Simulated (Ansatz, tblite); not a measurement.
Cost and result up the ladder for Mn3⁺ (the lowest multiplicity 13 isomer of a short search) (3 atoms). Charge 1, multiplicity 13. Geometry: PBE-D4/def2-TZVP.

```xyz
3

Mn   -1.293   -0.640    0.239
Mn    1.235   -0.774    0.127
Mn    0.058    1.415   -0.366
```

Ansatz on 4 threads of AMD EPYC 9R45 on a shared host; xTB runs through tblite on one thread. Times are rough, summed over both states, and most runs start from the orbitals of an earlier one. No level here is sound enough to serve as a yardstick. The other state is a multiplicity 11 at its own geometry.

The xTB rows come from tblite. Correlated methods freeze 15 core orbitals; core or outer-core shells of Mn are correlated, in sets that lack core-valence functions. The structure comes from a short search, and lower isomers may exist.

Run but left out: HF/def2-TZVP, MP2/def2-TZVP, CCSD/def2-TZVP, CCSD(T)/def2-TZVP (flagged by the program: no end); r2SCAN-D4/def2-TZVP, r2SCANh-D4/def2-TZVP, B3LYP-D4/def2-TZVP, PBE0-D4/def2-TZVP, HSE06-D4/def2-TZVP, ωB97M-V/def2-TZVP (multiplicity 13: ⟨S²⟩ 42.63 to 43.22, where a pure state has 42.00).

Correlated methods converge slowly with the basis.

xTB has no spin-polarisation term.

| level | functions | wall time |
| --- | --- | --- |
| GFN2-xTB | 27 | 0.005 s |
| GFN1-xTB | 27 | 0.007 s |
| LDA (SPW92)/def2-TZVP | 135 | 1.9 s |
| PBE-D4/def2-TZVP | 135 | 3.1 s |
| RPA@PBE/def2-TZVP | 135 | 3.8 s |

Question: Estimate what each level gives for the multiplicity 11 − multiplicity 13 (eV).

Answer: 
| level | multiplicity 11 − multiplicity 13 (eV) | remarks |
| --- | --- | --- |
| GFN2-xTB | -0.82 | – |
| GFN1-xTB | -1.08 | – |
| LDA (SPW92)/def2-TZVP | 0.07 | spin-contaminated (⟨S²⟩ 42.24) (multiplicity 13) |
| PBE-D4/def2-TZVP | 0.49 | spin-contaminated (⟨S²⟩ 42.26) (multiplicity 13) |
| RPA@PBE/def2-TZVP | 1.27 | spin-contaminated (⟨S²⟩ 42.26) (multiplicity 13) |
